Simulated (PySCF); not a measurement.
Si(Br)2(Me)(NH2) (CH5Br2NSi), SMILES C[Si](Br)(Br)N. Atoms are numbered in the order given.

```xyz
10

C      1.4270    -1.7999     0.0000
Si    -0.0664    -0.6999     0.0000
N     -1.5773    -1.5104     0.0000
Br     0.0361     0.5747     1.8347
Br     0.0361     0.5747    -1.8347
H      1.4141    -2.4413    -0.8945
H      1.4141    -2.4413     0.8945
H      2.3519    -1.2056     0.0000
H     -2.1475    -1.4838    -0.8381
H     -2.1475    -1.4838     0.8381
```

Geometry: PBE0-D3(BJ)/def2-SVP. The geometry has at least one imaginary mode, so it is a saddle point at that level. The structure was generated by enumeration, and PubChem lists no compound with its InChIKey, so it may never have been made. The values are those of a single conformer.

Calculation: PBE/def2-TZVP run with PySCF.

Symmetry labels are those of the subgroup Cs that the program uses (full group Cs).

List the valence orbital energies around the gap with their symmetry. (The exact figures need the calculation; the answer reports its results.)


| orbital | symmetry | energy (eV) |
|---|---|---|
| HOMO−7 | A' | -9.73 |
| HOMO−6 | A' | -9.02 |
| HOMO−5 | A" | -8.93 |
| HOMO−4 | A' | -7.69 |
| HOMO−3 | A" | -7.22 |
| HOMO−2 | A' | -7.17 |
| HOMO−1 | A" | -7.01 |
| HOMO | A' | -6.50 |
| LUMO | A' | -0.78 |
| LUMO+1 | A" | -0.20 |
| LUMO+2 | A' | -0.14 |
| LUMO+3 | A' | 0.80 |
